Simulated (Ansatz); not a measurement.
Computed with Ansatz on PBE0-D4/def2-TZVP structures; ΔE is electronic, products minus reactants. CCSD(T)/CBS is the MP2 limit (def2-TZVPP, def2-QZVPP) plus CCSD(T) − MP2 in def2-TZVPP, frozen cores. This one scheme is used for every species. Functionals use def2-TZVPP. B3LYP here is the variant with VWN-RPA as its local correlation; programs differ in this. HSE06 is defined as in plane-wave codes. One conformer a species, not always the lowest.

`FC(F)[SiH]1N=C1Cl` + H₂ → `ClC1=N[SiH2]1` + `FCF`  (hydrogenolysis of the Si–C bond)

```csv
level,ΔE (kcal/mol),difference from CCSD(T)/CBS
LDA (SPW92),-11.6,2.8
PBE-D4,-11.5,2.9
revPBE-D4,-10.5,3.9
BLYP-D4,-11.4,3.0
r2SCAN-D4,-12.5,1.9
B97M-V,-14.4,0.0
PBE0-D4,-13.7,0.7
r2SCANh-D4,-13.2,1.2
HSE06-D4,-13.8,0.6
BHLYP-D4,-15.8,-1.4
CAM-B3LYP-D4,-14.3,0.1
ωB97X-V,-13.9,0.5
ωB97M-V,-13.4,1.0
PBE-QIDH,-15.7,-1.3
revPBE,-13.7,0.7
BLYP,-14.3,0.1
r2SCAN,-12.9,1.5
PBE0,-15.1,-0.7
B3LYP,-15.7,-1.3
r2SCANh,-13.7,0.7
r2SCAN0,-14.8,-0.4
HSE06,-15.0,-0.6
BHLYP,-17.7,-3.3
CAM-B3LYP,-15.7,-1.3
LC-ωPBE,-15.1,-0.7
RPA@PBE/def2-TZVPP,-15.1,-0.7
HF/def2-SVP,-23.0,-8.6
MP2/def2-SVP,-16.7,-2.3
CCSD/def2-SVP,-18.3,-3.9
CCSD(T)/def2-SVP,-17.2,-2.8
HF/def2-TZVPP,-21.6,-7.2
MP2/def2-TZVPP,-14.7,-0.3
SCS-MP2/def2-TZVPP,-15.9,-1.5
CCSD/def2-TZVPP,-16.5,-2.1
CCSD(T)/def2-TZVPP,-15.1,-0.7
HF/def2-QZVPP,-21.6,-7.2
MP2/def2-QZVPP,-14.3,0.1
HF/CBS(def2),-21.7,-7.3
MP2/CBS(def2),-14.0,0.4
CCSD/CBS(def2),-15.7,-1.3
CCSD(T)/CBS,-14.4,0
```

What do rigid-rotor, harmonic-oscillator terms from PBE0-D4/def2-TZVP frequencies (298.15 K, 1 bar) make of the CCSD(T)/CBS value? (Estimate.)

Ansatz gave: ΔZPE = +5.1 kcal/mol, ΔH = -10.8 kcal/mol, ΔS = 31 J/(mol·K), ΔG = -13.0 kcal/mol. Modes under 50 cm⁻¹ make the entropy rough.

Largest T1 diagnostic among the species: 0.015.

Leaving LDA and LC-ωPBE aside and taking each functional with its dispersion term where it has one, the values spread over 5.3 kcal/mol, from BHLYP-D4 to revPBE-D4. LDA lies +1.4 kcal/mol from PBE without D4. In def2-TZVPP, CCSD(T) changes the Hartree–Fock value by +6.5 kcal/mol (the triples alone add +1.4 kcal/mol) and MP2 by +6.8 kcal/mol. From PBE to PBE0 (25 % exact exchange), in def2-TZVPP and without D4, ΔE moves by −2.1 kcal/mol.
